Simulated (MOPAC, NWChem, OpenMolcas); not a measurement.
# A ladder of methods for RbBr (SMILES [Br][Rb])

RbBr has 2 atoms, charge 0, and is taken as a singlet. SMILES: `[Br][Rb]`. Geometry: the measured bond length.

```xyz
2

Br    0.0000    0.0000    0.0000
Rb    0.0000    0.0000    2.9447
```

Each level gives the dipole moment (D). The values are calculated.

```
                            level                    kind     program  value (D)
                              AM1          semi-empirical       MOPAC      10.73
    HF/def2-TZVP (core potential)            Hartree–Fock  OpenMolcas      11.51
 SVWN5/def2-TZVP (core potential)                     LDA      NWChem      10.55
revPBE/def2-TZVP (core potential)                     GGA      NWChem      10.57
 M06-L/def2-TZVP (core potential)                meta-GGA  OpenMolcas      11.24
r2SCAN/def2-TZVP (core potential)                meta-GGA  OpenMolcas      11.07
 BHLYP/def2-TZVP (core potential)           global hybrid  OpenMolcas      11.17
  PBE0/def2-TZVP (core potential)           global hybrid  OpenMolcas      10.95
 wB97X/def2-TZVP (core potential)  range-separated hybrid      NWChem      11.30
```

The values span 10.55 to 11.51 D.
